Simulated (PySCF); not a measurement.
C₂H₅N₃Si.
Atom-mapped SMILES: `[SiH3:1][c:2]1[n:3][n:4][cH:5][nH:6]1`

Structure used (GFN2-xTB), in Å, numbered top down from 1:
```xyz
11
C2H5N3Si angstrom
Si    -1.9247   -0.0614   -0.0111
C     -0.0656   -0.3019    0.0068
N      0.5509   -1.4519    0.0726
N      1.8727   -1.2375    0.0764
C      2.0679    0.0443    0.0121
N      0.8749    0.6943   -0.0346
H     -2.1400    1.3110   -0.4940
H     -2.5271   -1.0328   -0.9137
H     -2.4338   -0.1765    1.3549
H      3.0217    0.5298   -0.0056
H      0.7085    1.6853   -0.0898
```

NICS is the negative of the GIAO shielding at a point without a nucleus: at the ring centre (0) and 1 Å above and below it (1); zz is the component along the ring normal. Level: GIAO PBE0/pcSseg-1 (PySCF, non-relativistic, gas phase) on the GFN2-xTB geometry, one conformer.

Ring bond lengths (Å), with Mayer bond orders in brackets: C2–N3 1.306 (1.56), N3–N4 1.339 (1.25), N4–C5 1.298 (1.61), C5–N6 1.359 (1.17), N6–C2 1.371 (1.10).

Task: What do the NICS probes read (ppm)?

Result: 
| ring | type | NICS(0) | NICS(1), two faces | NICS(1)zz, two faces | rms pucker (Å) | centre to ring atoms, mean (Å) |
| --- | --- | --- | --- | --- | --- | --- |
| C2–N3–N4–C5–N6 | 5-membered ring with 3 N; formal bonds all aromatic | -12.6 | -12.4 / -12.3 | -33.9 / -33.7 | 0.00 | 1.14 |

Task: What can be read from them?

Result: 
- C2–N3–N4–C5–N6: mean NICS(1)zz -33.8 ppm, shielded. The ring is flat and has no four-coordinate atom; by the NICS criterion it is aromatic.

Task: What does the geometric index give? HOMA = 1 − mean of α(R − Ropt)² over the ring bonds, with Krygowski's 1993 parameters (CN: Ropt 1.334 Å, α 93.52 Å⁻²; NN: Ropt 1.309 Å, α 130.33 Å⁻²).

Result: 
- C2–N3–N4–C5–N6: HOMA 0.90; the largest term is that of N6–C2, α(R − Ropt)² = 0.13. The geometric and the magnetic index point the same way.

Task: At the second NICS(1) probe listed for ring C2–N3–N4–C5–N6, 1 Å off the ring, what do the in-plane components average?

Result: The isotropic value is a third of the trace: (3 × -12.3 − (-33.7))/2 = -1.6 ppm.

Task: How shielded are the nuclei of the rings and their hydrogens (means over atoms taken as equivalent)?

Result: 
| atoms | environment | σ isotropic (ppm) | principal values of the symmetric part, first atom (ppm) |
| --- | --- | --- | --- |
| C2 | substituted aromatic carbon | 41.0 | -46.1, 42.3, 126.6 |
| N3 | pyridine-type nitrogen | -123.0 | -393.6, -160.7, 185.5 |
| N4 | pyridine-type nitrogen | -105.2 | -358.3, -142.1, 184.9 |
| C5 | aromatic CH next to a ring nitrogen | 43.8 | -46.6, 56.0, 122.0 |
| N6 | pyrrole-type nitrogen | 72.8 | -46.5, 106.5, 158.3 |
| H10 | aromatic hydrogen | 23.56 | 21.1, 23.6, 26.0 |
| H11 | N–H hydrogen | 22.61 | 18.2, 23.9, 25.8 |
